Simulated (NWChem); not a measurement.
System meant: C$_{2}$H$_{6}$O$_{2}$Si; SMILES C(=O)(O)[SiH2]C

Here is an NWChem input.

```
start job
memory heap 200 mb stack 900 mb global 1100 mb
geometry units angstroms noautoz
  C      0.637071     2.108259     0.164257
  Si    -0.690684     0.804918    -0.097028
  C      0.163335    -0.925412    -0.041435
  O      1.345189    -1.107102    -0.252848
  O     -0.685983    -1.950943     0.228591
  H      0.236040     3.117881     0.023451
  H      1.054947     2.045347     1.174793
  H      1.456191     1.958115    -0.546641
  H     -1.317549     0.913533    -1.441937
  H     -1.760554     0.859079     0.932986
  H     -0.150210    -2.771329     0.195709
end
basis spherical
  * library def2-svp
end
dft
  xc b3lyp
  iterations 4
  mulliken
end
task dft energy
```

End of the output:

```
    Atom       Charge   Shell Charges
 -----------   ------   -------------------------------------------------------
    1 C    6     6.25   1.96  0.59  0.33  1.91  1.41  0.05
    2 Si  14    13.49   2.00  1.93  0.66  0.32  5.82  1.34  1.11  0.31
    3 C    6     6.04   1.96  0.64  0.35  1.78  1.05  0.26
    4 O    8     8.19   1.97  0.93  0.65  2.69  1.91  0.03
    5 O    8     8.06   1.97  0.90  0.58  2.70  1.88  0.03
    6 H    1     0.96   0.63  0.27  0.07
    7 H    1     0.96   0.63  0.26  0.07
    8 H    1     0.96   0.63  0.26  0.07
    9 H    1     1.09   0.65  0.42  0.02
   10 H    1     1.10   0.65  0.42  0.02
   11 H    1     0.91   0.55  0.20  0.17

 center of mass
 --------------
 x =   0.01050223 y =  -0.12754642 z =  -0.00745462

 moments of inertia (a.u.)
 ------------------
         699.428890140652          -0.000000000000          -0.000000000000
          -0.000000000000         251.288179563958           0.000000000000
          -0.000000000000           0.000000000000         901.886409605944

     Multipole analysis of the density
     ---------------------------------

     L   x y z        total         alpha         beta         nuclear
     -   - - -        -----         -----         ----         -------
     0   0 0 0     -0.000000    -24.000000    -24.000000     48.000000

     1   1 0 0     -0.298835     -0.149418     -0.149418      0.000000
     1   0 1 0      0.149300      0.074650      0.074650     -0.000000
     1   0 0 1      0.112918      0.056459      0.056459      0.000000

     2   2 0 0    -32.086024    -79.901884    -79.901884    127.717743
     2   1 1 0      0.550349     -2.730845     -2.730845      6.012039
     2   1 0 1      0.538947     -0.547139     -0.547139      1.633224
     2   0 2 0    -23.317763   -204.709663   -204.709663    386.101562
     2   0 1 1     -0.223581     -0.714530     -0.714530      1.205480
     2   0 0 2    -27.978288    -24.341111    -24.341111     20.703934

 ------------------------------------------------------------------------
 dft energy failed                                                                                  0
 ------------------------------------------------------------------------
 ------------------------------------------------------------------------
  current input line :
    24: task dft energy
 ------------------------------------------------------------------------
 ------------------------------------------------------------------------
 This type of error is most commonly associated with calculations not reaching convergence criteria
 ------------------------------------------------------------------------
 For more information see the NWChem manual at https://nwchemgit.github.io

0:dft energy failed:Received an Error in Communication
```

**Question.** Find the fault in this run and fix the input.

**Answer.** Convergence was not reached. Cause: the SCF was allowed too few iterations. This input runs:
```
start job
memory heap 200 mb stack 900 mb global 1100 mb
geometry units angstroms noautoz
  C      0.637071     2.108259     0.164257
  Si    -0.690684     0.804918    -0.097028
  C      0.163335    -0.925412    -0.041435
  O      1.345189    -1.107102    -0.252848
  O     -0.685983    -1.950943     0.228591
  H      0.236040     3.117881     0.023451
  H      1.054947     2.045347     1.174793
  H      1.456191     1.958115    -0.546641
  H     -1.317549     0.913533    -1.441937
  H     -1.760554     0.859079     0.932986
  H     -0.150210    -2.771329     0.195709
end
basis spherical
  C library def2-svp
  Si library def2-svp
  O library def2-svp
  H library def2-svp
end
dft
  xc b3lyp
  iterations 150
  mulliken
end
task dft energy
```
It converges to -519.53780 Ha (B3LYP/def2-SVP).
